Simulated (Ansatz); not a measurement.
Program: Ansatz. Geometries: PBE0-D4/def2-TZVP. ΔE: electronic, gas phase. CBS: MP2 limit from def2 TZ/QZ plus the TZ coupled-cluster correction, frozen cores. This one scheme is used for every species. DFT in def2-TZVPP. B3LYP here is the variant with VWN-RPA as its local correlation; programs differ in this. Elements past krypton have def2 core potentials. For Sn outer-core shells are correlated without core-valence functions, which leaves a few kJ/mol of doubt a bond. Each species was taken in one conformer, which may not be the lowest.

Consider the ligand exchange at the Sn–O bond: `C[O][SnH]([CH3])[OH]` + H–F → `[CH3][SnH]([OH])[F]` + CH₃OH.

```csv
level,ΔE (kcal/mol)
PBE0-D4,-10.9
B2PLYP,-11.7
PBE,-12.4
B3LYP,-13.4
HF/def2-TZVPP,-14.1
SCS-MP2/def2-TZVPP,-9.6
CCSD/def2-TZVPP,-9.9
MP2/CBS(def2),-8.5
```

Task: What does CCSD(T)/CBS give? (Estimate.)

Result: The calculation gave: -9.4 kcal/mol. The listed levels differ from it by -1.5, -2.3, -3.0, -4.0, -4.7, -0.2, -0.5, 0.9 kcal/mol.

Largest T1 diagnostic among the species: 0.013.

In def2-TZVPP, CCSD(T) changes the Hartree–Fock value by +4.9 kcal/mol (the triples alone add +0.7 kcal/mol) and MP2 by +5.8 kcal/mol. The D4 term adds +2.0 kcal/mol with B3LYP and +1.1 kcal/mol with PBE0; it sums over pairs of atoms, weighted by their polarisabilities, and B3LYP, whose exchange is more repulsive, gets the larger term.
